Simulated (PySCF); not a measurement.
## CaF: energy against distance

Set-up: basis Ca def2-TZVPP, F def2-TZVPP; no relativity; PySCF 2.14. Energies in eV from Ca + F in their ground configurations at the same level. State: ²Σ⁺ (doublet), unpaired electrons σ ↑.

```
R (Å)    TPSS    PBE0    MN15  UHF-CCSD(T)
1.679  -4.842  -4.595  -4.301             
1.757  -5.376  -5.119  -4.845       -4.457
1.835  -5.672  -5.409  -5.150       -4.823
1.893  -5.779  -5.512  -5.262       -4.975
1.952  -5.810  -5.540  -5.299       -5.047
2.011  -5.785  -5.512  -5.277       -5.055
2.089  -5.685  -5.410  -5.182       -4.993
2.186  -5.490  -5.211  -4.992       -4.833
2.303  -5.196  -4.911  -4.703       -4.568
2.459  -4.762  -4.467  -4.273
```

Problem. Put a parabola through the three lowest points of the TPSS curve and estimate Re, k and ωe (reduced mass 12.88 u; 1 eV/Å² = 0.16022 mdyn/Å; ωe = 1302.8·√(k/μ) cm⁻¹).

Solution. Through R = 1.893, 1.952, 2.011 Å the second-order coefficient is 8.04 eV/Å², so Re ≈ 1.955 Å, k ≈ 2.58 mdyn/Å and ωe ≈ 583 cm⁻¹. A polynomial fit of higher order to the unrounded TPSS energies gives Re = 1.953 Å, k = 2.66 mdyn/Å, ωe = 592 cm⁻¹; anharmonicity and rounding make the difference.

The higher-order fit for each curve: TPSS: Re = 1.953 Å, ωe = 592 cm⁻¹, De = 5.81 eV; PBE0: Re = 1.950 Å, ωe = 594 cm⁻¹, De = 5.54 eV; MN15: Re = 1.957 Å, ωe = 589 cm⁻¹, De = 5.30 eV; UHF-CCSD(T): Re = 1.990 Å, ωe = 572 cm⁻¹, De = 5.06 eV.

Correlated steps freeze 6 core orbitals. The state is the lowest determinant that a PBE0 search found; another state may lie lower at other levels.
